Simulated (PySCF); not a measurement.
Start geometry of silole, `C1=C[SiH2]C=C1` from GFN2-xTB (Å):
```
atom  x, y, z in Å
C1    -1.0061    0.7606   -0.3636
C2     0.2083    1.2729   -0.2686
Si3    1.3711   -0.1006    0.2555
C4    -0.0406   -1.2846    0.2849
C5    -1.1881   -0.6358   -0.0719
H6    -1.8951    1.3739   -0.6580
H7     0.4519    2.3083   -0.4704
H8     2.0008    0.1267    1.5787
H9     2.3926   -0.4252   -0.7295
H10   -0.0819   -2.3381    0.5445
H11   -2.1748   -1.0840   -0.1173
```

Question: What comes out of this run: PySCF, PBE0-D3(BJ)/def2-SVP geometry optimisation, gas phase?

Answer: 
```
atom  x, y, z in Å
C1    -0.9113    0.6834   -0.7188
C2     0.2423    1.2891   -0.3655
Si3    1.2322    0.0294    0.6071
C4    -0.0974   -1.2795    0.4303
C5    -1.0971   -0.7197   -0.2834
H6    -1.6976    1.1765   -1.3016
H7     0.4707    2.3208   -0.6396
H8     1.5023    0.4308    2.0225
H9     2.5349   -0.3390   -0.0287
H10   -0.1426   -2.3072    0.7957
H11   -2.0194   -1.2494   -0.5481
```

The energy falls by 0.145 eV over 10 energy and gradient evaluations, the largest force component goes from 0.0436 to 7.4e-05 Eh/bohr, and the atoms move by 0.034 Å rms after alignment. The bond that changes most is C1–C5 (both ends alkene CH carbon), which lengthens by 0.043 Å. Bonds longer at the end by more than 0.005 Å: 8 of 11; shorter: 2. Among the angles that change most is Si3–C2–H7, from 127.8° to 130.9°. Rotational constants go from 7064, 4856, 2976 to 6692, 4921, 2933 MHz. The orientation of the end geometry is arbitrary; only internal coordinates are fixed.

The run used 104 basis functions and 69 SCF cycles in all. The run took 33 s on an Arm Neoverse V1 with one thread, on a shared host, and the process peaked at 0.43 GiB of memory.

No PBE0-D3(BJ)/def2-SVP frequencies stand behind this structure, so it isn't proved a minimum.
